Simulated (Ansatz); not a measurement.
System: Sn, charge 0, triplet.

Total energies in hartree (Ansatz, an electronic-structure program). Open shells are spin-unrestricted; no spin-orbit coupling. Cores are frozen in correlated methods (noble-gas shells, and filled d and f shells in the p block). Past Kr the def2 sets carry scalar-relativistic core potentials. Spin-orbit terms, left out, reach several kcal/mol for Br and I, and more for heavier atoms.

| species | HF/def2-TZVPPD | CCSD(T)/def2-TZVPPD | HF/def2-QZVPPD | CCSD(T)/def2-QZVPPD | CCSDT(Q)/def2-QZVPPD |
|---|---|---|---|---|---|
| 1: Sn (triplet) | -213.33996 | -213.39758 | -213.34066 | -213.40092 | -213.40140 |
| 2: Sn- (quartet) | -213.37318 | -213.44529 | -213.37495 | -213.45124 | -213.45203 |

**Question.** Work out the electron affinity (Sn- (quartet) against Sn (triplet)) in eV: take Hartree-Fock from def2-QZVPPD, extrapolate the CCSD(T) correlation energy as X^-3 (X = 3, 4), and add CCSDT(Q) - CCSD(T) in def2-QZVPPD. 1 hartree = 27.211 eV.

**Answer.** 
Species 1: correlation (64·(-0.06026) - 27·(-0.05762))/37 = -0.06219; step -0.00048; E1 = -213.34066 + (-0.06219) + (-0.00048) = -213.40333
Species 2: correlation (64·(-0.07629) - 27·(-0.07211))/37 = -0.07934; step -0.00079; E2 = -213.37495 + (-0.07934) + (-0.00079) = -213.45508
+1·E1 -1·E2 = 0.05175 hartree = 1.41 eV.
